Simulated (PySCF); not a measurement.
Positional isomers: naphthalene chloro+silyl. Isolated molecules, 0 K electronic values unless said otherwise. Strings in code marks are SMILES.

The HOMO from two functionals at the same geometries (PBE0-D4/def2-SVP), both in PySCF: PBE-D3(BJ)/def2-TZVP and PBE0-D4/def2-TZVP. 

```json
[
 {"species": "`[SiH3]c1cc(Cl)cc2ccccc12`", "PBE-D3(BJ)/def2-TZVP (eV)": "-5.73", "PBE0-D4/def2-TZVP (eV)": "-6.61"},
 {"species": "`c12cc(Cl)c(cc1cccc2)[SiH3]`", "PBE-D3(BJ)/def2-TZVP (eV)": "-5.70", "PBE0-D4/def2-TZVP (eV)": "-6.57"},
 {"species": "`c1cc2c(ccc([SiH3])c2cc1)Cl`", "PBE-D3(BJ)/def2-TZVP (eV)": "-5.69", "PBE0-D4/def2-TZVP (eV)": "-6.56"},
 {"species": "`[SiH3]c1ccc2ccccc2c1Cl`", "PBE-D3(BJ)/def2-TZVP (eV)": "-5.64", "PBE0-D4/def2-TZVP (eV)": "-6.52"},
 {"species": "`[SiH3]c1cccc2ccc(Cl)cc12`", "PBE-D3(BJ)/def2-TZVP (eV)": "-5.74", "PBE0-D4/def2-TZVP (eV)": "-6.62"},
 {"species": "`[SiH3]c1cccc2cccc(Cl)c12`", "PBE-D3(BJ)/def2-TZVP (eV)": "-5.62", "PBE0-D4/def2-TZVP (eV)": "-6.50"}
]
```

Over these rows, drawn at random from the members with no instability flagged (it was tested for open shells, ions and some series alone), PBE minus PBE0-D4: mean +0.88 eV, from +0.87 eV to +0.88 eV.
